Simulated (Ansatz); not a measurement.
Program: Ansatz. Geometries: PBE0-D4/def2-TZVP. ΔE: electronic, gas phase. CBS: MP2 limit from def2 TZ/QZ plus the TZ coupled-cluster correction, frozen cores. DFT in def2-TZVPP. B3LYP here is the variant with VWN-RPA as its local correlation; programs differ in this. Each species was taken in one conformer, which may not be the lowest.

Reaction (isomerisation): `CB[SiH]([SiH3])Cl` → `[SiH3]C([SiH3])BCl`

(1) Is it downhill or uphill in electronic energy at CCSD(T)/CBS, and by how much? (An estimate is asked.)

(2) What do these levels give: r2SCAN-D4, B3LYP-D4, ωB97X-V, PBE, r2SCAN, B3LYP, HF/def2-TZVPP, MP2/def2-TZVPP, SCS-MP2/def2-TZVPP, MP2/def2-QZVPP, HF/CBS(def2), CCSD/CBS(def2)? (Estimate.)

Largest T1 diagnostic among the species: 0.012.

## Answers

(1) Ansatz gave: Downhill: ΔE = -42.3 kJ/mol.

(2) Computed: r2SCAN-D4 -33.1, B3LYP-D4 -33.7, ωB97X-V -36.7, PBE -20.6, r2SCAN -32.5, B3LYP -28.7, HF/def2-TZVPP -37.6, MP2/def2-TZVPP -59.7, SCS-MP2/def2-TZVPP -56.2, MP2/def2-QZVPP -56.9, HF/CBS(def2) -38.2, CCSD/CBS(def2) -39.6 kJ/mol.

The D4 term adds −4.9 kJ/mol with B3LYP and −2.4 kJ/mol with PBE0; it sums over pairs of atoms, weighted by their polarisabilities, and B3LYP, whose exchange is more repulsive, gets the larger term. In def2-TZVPP, CCSD(T) changes the Hartree–Fock value by −10.0 kJ/mol (the triples alone add −2.6 kJ/mol) and MP2 by −22.2 kJ/mol.
